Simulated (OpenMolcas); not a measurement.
**Ti2+ in NaF**

Ti2+ with its 6 nearest fluoride ions at 2.221 Å, on the Na site of NaF (a = 4.634 Å, distance in the model lattice 2.317 Å). The rest of the host is ab initio model potentials to 7.6 Å, with orthogonalisation functions on the cations behind the ligands, and point charges beyond; the distance is set by hand and nothing relaxes, and no local charge compensation is placed. Ligand basis ANO-RCC-VDZP.

```json
{
 "Program": "OpenMolcas 26.06",
 "Method": "CASSCF",
 "Basis": "ANO-RCC-VTZP [6s5p3d2f1g]",
 "Scalar Hamiltonian": "DKH2, point nucleus",
 "Active space": "2 electrons in 5 orbitals (3d)",
 "State averaging": "2S+1 = 3 even, 10 roots; 2S+1 = 1 even, 15 roots",
 "Spin-orbit coupling": "state interaction with AMFI integrals over the reference wave functions"
}
```

The lowest spin-free states (labels of O, the rotations of Oh), above the lowest:

```json
{"State": "3T1", "Degeneracy": "3", "E (cm-1)": "0.0", "Free-ion L (%)": "F (95)"}
{"State": "3T2", "Degeneracy": "3", "E (cm-1)": "9319", "Free-ion L (%)": "F (100)"}
{"State": "1T2", "Degeneracy": "3", "E (cm-1)": "11888", "Free-ion L (%)": "D (67)"}
{"State": "1E", "Degeneracy": "2", "E (cm-1)": "12148", "Free-ion L (%)": "D (53)"}
{"State": "3A2", "Degeneracy": "1", "E (cm-1)": "20143", "Free-ion L (%)": "F (100)"}
{"State": "3T1", "Degeneracy": "3", "E (cm-1)": "21172", "Free-ion L (%)": "P (95)"}
{"State": "1A1", "Degeneracy": "1", "E (cm-1)": "23382", "Free-ion L (%)": "G (82)"}
{"State": "1T2", "Degeneracy": "3", "E (cm-1)": "23559", "Free-ion L (%)": "G (67)"}
{"State": "1T1", "Degeneracy": "3", "E (cm-1)": "26089", "Free-ion L (%)": "G (100)"}
{"State": "1E", "Degeneracy": "2", "E (cm-1)": "34583", "Free-ion L (%)": "G (53)"}
{"State": "1A1", "Degeneracy": "1", "E (cm-1)": "53784", "Free-ion L (%)": "S (82)"}
```

The lowest levels with spin-orbit coupling:

```json
{"E (cm-1)": "0.0", "Degeneracy": "2", "Label": "E", "2S+1": "3"}
{"E (cm-1)": "3.0", "Degeneracy": "3", "Label": "T2", "2S+1": "3"}
{"E (cm-1)": "172.4", "Degeneracy": "3", "Label": "T1", "2S+1": "3"}
{"E (cm-1)": "257.6", "Degeneracy": "1", "Label": "A1", "2S+1": "3"}
{"E (cm-1)": "9349", "Degeneracy": "1", "Label": "A2", "2S+1": "3"}
{"E (cm-1)": "9369", "Degeneracy": "3", "Label": "T2", "2S+1": "3"}
{"E (cm-1)": "9440", "Degeneracy": "3", "Label": "T1", "2S+1": "3"}
{"E (cm-1)": "9442", "Degeneracy": "2", "Label": "E", "2S+1": "3"}
{"E (cm-1)": "11985", "Degeneracy": "3", "Label": "T2", "2S+1": "1"}
{"E (cm-1)": "12236", "Degeneracy": "2", "Label": "E", "2S+1": "1"}
{"E (cm-1)": "20232", "Degeneracy": "3", "Label": "T2", "2S+1": "3"}
{"E (cm-1)": "21148", "Degeneracy": "1", "Label": "A1", "2S+1": "3"}
{"E (cm-1)": "21208", "Degeneracy": "3", "Label": "T1", "2S+1": "3"}
{"E (cm-1)": "21315", "Degeneracy": "3", "Label": "T2", "2S+1": "3"}
{"E (cm-1)": "21318", "Degeneracy": "2", "Label": "E", "2S+1": "3"}
{"E (cm-1)": "23477", "Degeneracy": "1", "Label": "A1", "2S+1": "1"}
{"E (cm-1)": "23656", "Degeneracy": "3", "Label": "T2", "2S+1": "1"}
{"E (cm-1)": "26180", "Degeneracy": "3", "Label": "T1", "2S+1": "1"}
{"E (cm-1)": "34675", "Degeneracy": "2", "Label": "E", "2S+1": "1"}
{"E (cm-1)": "53877", "Degeneracy": "1", "Label": "A1", "2S+1": "1"}
```

Powder χT (cm3 K/mol): 0.0664 at 2 K, 0.131 at 10 K, 0.36 at 50 K, 0.618 at 100 K, 0.941 at 200 K, 1.1 at 300 K. The effective moment at 300 K is 2.828 √(χT) = 2.97 μB.

The lowest level has 2S+1 = 3, for which the spin-only value is χT = S(S+1) / 2 = 1.000 cm3 K/mol (g = 2). The computed 1.103 at 300 K differs by +0.103, through orbital momentum, spin-orbit coupling and any other state in reach. With a threefold ground state the orbital momentum is unquenched, so the spin-only value is not expected to hold.

Metal share of the active 3d orbitals (Löwdin): 93, 93, 97, 97, 97 %; Mulliken charge of the metal 1.71.

A least-squares ligand-field fit to the states below 45000 cm-1, each weighted by its degeneracy and with a free common offset, gives 10Dq = 10975 cm-1, B = 860 cm-1 and C = 3194 cm-1 (C/B = 3.71), with an rms deviation of 190 cm-1.

The same method and metal basis give the free ion B = 891 cm-1 (fit to its terms below 60000 cm-1, rms deviation 68 cm-1), so the nephelauxetic ratio is β = 860 / 891 = 0.97; it hangs on how both fits weigh the states, and computed free-ion B values tend to be too large, so β mixes covalency with correlation.

An orbital triplet at a regular site is open to Jahn-Teller coupling, which can distort the site and quench the lowest spin-orbit gaps and is left out. Without dynamic correlation the repulsion within the d shell is too large (B by tens of per cent), so at a given field states of lower spin stand too high. Ligand-to-metal charge-transfer states are missing. With no ligand orbital active B as a rule stays too high, so bands that hang on it stand too high and its fall with covalency is understated. With metal d orbitals alone and no dynamic correlation 10Dq can be off by a tenth to a fifth, either way, in oxide and fluoride hosts. No measured value stands beside these numbers; the geometry was set by hand and not optimised.
